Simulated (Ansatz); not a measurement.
In₁₃Sb₁₄H₃₄⁺, a nanocrystal cut from wurtzite InSb (hydrogen-capped): single points at one geometry.

```yaml
crystal:
  periodic: [false, false, false]
  atoms:
    - {symbol: Sb, position_ang: [-2.098101, -3.940240, -2.373962]}
    - {symbol: In, position_ang: [-2.133332, -4.176456, 0.548669]}
    - {symbol: Sb, position_ang: [-4.438508, -2.558966, 1.160994]}
    - {symbol: Sb, position_ang: [-4.462370, 0.155431, -2.373699]}
    - {symbol: In, position_ang: [-4.683773, 0.246723, 0.549283]}
    - {symbol: Sb, position_ang: [2.098358, -3.941468, -2.371212]}
    - {symbol: In, position_ang: [0.001701, -2.590549, -3.818421]}
    - {symbol: In, position_ang: [2.126606, -4.177579, 0.551377]}
    - {symbol: Sb, position_ang: [-0.003596, -2.581662, 1.449761]}
    - {symbol: In, position_ang: [0.011125, -2.803527, 4.420320]}
    - {symbol: Sb, position_ang: [0.001540, -0.002348, -2.644905]}
    - {symbol: In, position_ang: [-2.239661, 1.293259, -3.816797]}
    - {symbol: In, position_ang: [-0.001535, -0.000357, 0.234918]}
    - {symbol: Sb, position_ang: [-2.236026, 1.289498, 1.452032]}
    - {symbol: Sb, position_ang: [0.000663, 0.001017, 4.965267]}
    - {symbol: In, position_ang: [-2.432763, 1.396757, 4.422975]}
    - {symbol: Sb, position_ang: [-2.364468, 3.784845, -2.369375]}
    - {symbol: In, position_ang: [-2.552252, 3.932712, 0.553824]}
    - {symbol: Sb, position_ang: [4.432228, -2.561665, 1.165704]}
    - {symbol: Sb, position_ang: [4.463785, 0.155693, -2.369349]}
    - {symbol: In, position_ang: [2.243487, 1.291987, -3.816828]}
    - {symbol: In, position_ang: [4.680627, 0.243603, 0.554160]}
    - {symbol: Sb, position_ang: [2.233061, 1.289511, 1.453116]}
    - {symbol: In, position_ang: [2.428129, 1.406546, 4.423865]}
    - {symbol: Sb, position_ang: [2.363923, 3.784917, -2.371770]}
    - {symbol: In, position_ang: [2.552809, 3.930900, 0.551163]}
    - {symbol: Sb, position_ang: [0.000949, 5.122937, 1.161231]}
    - {symbol: H, position_ang: [-2.259239, -5.500203, -3.074493]}
    - {symbol: H, position_ang: [-3.586200, -3.332871, -2.981601]}
    - {symbol: H, position_ang: [-2.338699, -5.859287, 0.926567]}
    - {symbol: H, position_ang: [-5.896607, -3.400354, 0.820452]}
    - {symbol: H, position_ang: [-4.562600, -2.631397, 2.869163]}
    - {symbol: H, position_ang: [-4.691013, -1.435256, -2.982167]}
    - {symbol: H, position_ang: [-5.889811, 0.805830, -3.073584]}
    - {symbol: H, position_ang: [-6.243432, 0.911077, 0.927374]}
    - {symbol: H, position_ang: [2.258982, -5.501483, -3.071730]}
    - {symbol: H, position_ang: [3.588711, -3.335945, -2.975158]}
    - {symbol: H, position_ang: [0.001987, -2.769798, -5.544126]}
    - {symbol: H, position_ang: [2.330816, -5.860454, 0.929526]}
    - {symbol: H, position_ang: [-1.552353, -3.522375, 4.688495]}
    - {symbol: H, position_ang: [1.586405, -3.504448, 4.668289]}
    - {symbol: H, position_ang: [-2.392228, 1.384907, -5.542742]}
    - {symbol: H, position_ang: [0.001771, -0.002288, 6.689899]}
    - {symbol: H, position_ang: [-3.829207, 0.387589, 4.678457]}
    - {symbol: H, position_ang: [-2.269007, 3.111369, 4.681921]}
    - {symbol: H, position_ang: [-3.640984, 4.697000, -3.068547]}
    - {symbol: H, position_ang: [-1.101204, 4.777360, -2.979215]}
    - {symbol: H, position_ang: [-3.906553, 4.951818, 0.933273]}
    - {symbol: H, position_ang: [5.889519, -3.404356, 0.825002]}
    - {symbol: H, position_ang: [4.556367, -2.634353, 2.873810]}
    - {symbol: H, position_ang: [4.697277, -1.432846, -2.981338]}
    - {symbol: H, position_ang: [5.891243, 0.811336, -3.064218]}
    - {symbol: H, position_ang: [2.397704, 1.380349, -5.542810]}
    - {symbol: H, position_ang: [6.239846, 0.908239, 0.933533]}
    - {symbol: H, position_ang: [3.828830, 0.404114, 4.682023]}
    - {symbol: H, position_ang: [2.257246, 3.121189, 4.677894]}
    - {symbol: H, position_ang: [1.096813, 4.773173, -2.980329]}
    - {symbol: H, position_ang: [3.637155, 4.701242, -3.071329]}
    - {symbol: H, position_ang: [3.908873, 4.947948, 0.930002]}
    - {symbol: H, position_ang: [0.001882, 5.278008, 2.868344]}
    - {symbol: H, position_ang: [0.000304, 6.804047, 0.809424]}
basis:
  gaussian: {orbitals: def2-TZVP, fitting: {mean_field: def2-universal-jkfit}, initial_orbitals: start.molden}
total_charge: 1
hamiltonian: {xc: pbe0, dispersion: d4}
scf: {omitted_lower_state_checks: [starts]}
output: {orbitals: {seedname: orbitals}}
```

The file start.molden holds the orbitals of an earlier run on this structure, at another level or in another basis.

```sh
$ ansatz run in.yaml --threads 10 --pin off --events-out ev --progress --plain --max-ram 110592MiB --backend cuda --devices 0, --max-vram 75GiB
```

Shortened log:

```
Functional definition: PBE0
6498 factors; integrals over basis functions are off by at most 6.9e-1 eV
mean field evaluation 1: about -159352.7402 eV, gradient 7.8e1 eV
mean field evaluation 2: about -159355.7389 eV, gradient 3.6e0 eV
mean field evaluation 4: about -159355.7879 eV, gradient 9.9e-2 eV
mean field evaluation 8: about -159355.7880 eV, gradient 9.1e-6 eV
mean field -159355.78796343 eV, -5856.2171924236 hartree, gradient 9.1e-6 eV, S^2 0.000000; 0 other end points of the search recorded, 0 dependent functions left out
reference -159355.78811560 eV, -5856.2171980154 hartree; 314, 314 occupied and 1240, 1240 virtual orbitals, 6498 factors
Total energy: -159360.82913897 eV, -5856.4024522075 hartree
Checks for a lower state left out: starts
```

Run time 20 s (10 threads of AMD EPYC 7R13 on a shared host and a whole NVIDIA H100 80GB HBM3), peak host memory 1.9 GiB.

First input, but with `gaussian: {orbitals: def2-SVP, initial_orbitals: start.molden}`, `correlation: {method: mp2}` and without the key `hamiltonian` (abridged; 20 s):

```
Functional definition: HF
mean field -158623.25717679 eV, -5829.2971825416 hartree, gradient 1.4e-6 eV, S^2 0.000000
108 core orbitals not correlated: weight in the atoms' cores, before any rotation towards them, 1.000 or more for the frozen orbitals, at most 0.000 for the correlated occupied ones
second order -81.83405666 eV of doubles, -0.00000000 eV of singles
Total energy: -158705.09123345 eV, -5832.3045286548 hartree
Checks for a lower state left out: starts
```

The first input with `gaussian: {orbitals: def2-SVP, initial_orbitals: start.molden}`, `hamiltonian: {xc: pbe}`, `correlation: {method: rpa}` and without the key `output` (abridged; 24 s):

```
Functional definition: PBE
mean field -159344.03037697 eV, -5855.7851090905 hartree, gradient 1.4e-6 eV, S^2 0.000000
108 core orbitals not correlated: weight in the atoms' cores, before any rotation towards them, 1.000 or more for the frozen orbitals, at most 0.000 for the correlated occupied ones
Total energy: -158753.91744843 eV, -5834.0988589595 hartree
Checks for a lower state left out: starts
```

Geometry: PBE-D4/def2-SVP.

In the def2 sets In, Sb take a core potential; there is no spin–orbit coupling. Correlated methods freeze 108 core orbitals; core or outer-core shells of Sb, In are correlated, in sets that lack core-valence functions. Single mean-field runs in def2-TZVP are fitted with def2-universal-jkfit.
